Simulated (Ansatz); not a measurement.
The cluster Mg4O4⁻. The state is a doublet with charge -1. Geometry PBE0-D4/def2-SVPD; atoms count from 1.

| atom | x (Å) | y (Å) | z (Å) |
| --- | --- | --- | --- |
| Mg1 | -2.0176 | 0.4652 | 0.2830 |
| Mg2 | 0.4857 | 2.0288 | 0.1282 |
| Mg3 | 2.0175 | -0.4651 | -0.2839 |
| Mg4 | -0.4857 | -2.0288 | -0.1287 |
| O5 | -2.1946 | -1.3707 | 0.1362 |
| O6 | 2.1947 | 1.3707 | -0.1355 |
| O7 | 1.3431 | -2.1863 | -0.3608 |
| O8 | -1.3430 | 2.1863 | 0.3615 |

The highest occupied level of the charge -1 doublet lies above zero (up to 0.05 eV). It is a level of α spin, whose loss leaves a singlet; that state wasn't run at this geometry and level. The electron is either unbound and held by the finite basis, or the level is raised by self-interaction error. Another isomer (doublet) lies 0.29 eV lower at r2SCAN-D4/def2-TZVPD; other spin states weren't run for this one.

Problem. Estimate the Mulliken populations from the PBE0/def2-TZVPD orbitals of Ansatz.

Solution. 
```json
{"atom": "Mg1", "charge (e)": "0.48", "spin (α − β)": "0.38"}
{"atom": "Mg2", "charge (e)": "0.48", "spin (α − β)": "0.38"}
{"atom": "Mg3", "charge (e)": "0.48", "spin (α − β)": "0.38"}
{"atom": "Mg4", "charge (e)": "0.48", "spin (α − β)": "0.38"}
{"atom": "O5", "charge (e)": "-0.73", "spin (α − β)": "-0.13"}
{"atom": "O6", "charge (e)": "-0.73", "spin (α − β)": "-0.13"}
{"atom": "O7", "charge (e)": "-0.73", "spin (α − β)": "-0.13"}
{"atom": "O8", "charge (e)": "-0.73", "spin (α − β)": "-0.13"}
```
Mulliken values and Mayer orders depend strongly on the basis. With diffuse functions, as here, like atoms can get unlike values, and bond orders can come out too low or too high.

Problem. Where does the spin sit?

Solution. Summed by element: Mg 1.51, O -0.51, of 1 unpaired in all. Largest on single atoms: Mg1 0.38, Mg3 0.38, Mg2 0.38.

Problem. And the Mayer bond orders between bonded heavy atoms (over 0.3)?

Solution. Mg1–O5 0.60 (1.85 Å); Mg1–O8 0.60 (1.85 Å); Mg2–O6 0.60 (1.85 Å); Mg2–O8 0.60 (1.85 Å); Mg3–O6 0.60 (1.85 Å); Mg3–O7 0.60 (1.85 Å); Mg4–O5 0.60 (1.85 Å); Mg4–O7 0.60 (1.85 Å).
